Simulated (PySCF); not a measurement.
B(Cl)(Me)(OSiH3) (CH6BClOSi), SMILES CB(Cl)O[SiH3]. Heavy atoms are numbered as in [B:1]([Cl:2])([CH3:3])[O:7][SiH3:8]. Hydrogens are named by the atom that carries them.

Geometry optimised at r2SCAN-D4/def2-SVP. The structure was generated by enumeration, and PubChem lists no compound with its InChIKey, so it may never have been made. One conformer was computed; it need not be the lowest.

Level of theory: HF/pcSseg-1 in PySCF.

GIAO shieldings, no solvent; atoms alike by connectivity are averaged. δ = σ(ref) − σ: ¹¹B against BF3 (σ = 102.7 ppm); ³⁵Cl against HCl (σ = 958.2 ppm); ¹³C against TMS (σ = 192.6 ppm); ¹H against TMS (σ = 31.99 ppm); ¹⁷O against H2O (σ = 333.0 ppm); ²⁹Si against TMS (σ = 393.8 ppm), references at their B3LYP-D3(BJ)/def2-TZVP geometries, non-relativistic (without spin–orbit terms, shifts of atoms bonded to Cl or Br come out too high).

Computed chemical shifts:
| nucleus | atoms | count | δ (ppm) |
|---|---|---|---|
| ¹¹B | B1 | 1 | 32.2 |
| ³⁵Cl | Cl2 | 1 | 116.9 |
| ¹³C | C3 (CH3) | 1 | 6.9 |
| ¹H | H on Si8 | 3 | 4.89 |
| ¹H | H on C3 | 3 | 1.05 |
| ¹⁷O | O7 | 1 | 126.1 |
| ²⁹Si | Si8 (SiH3) | 1 | -41.1 |
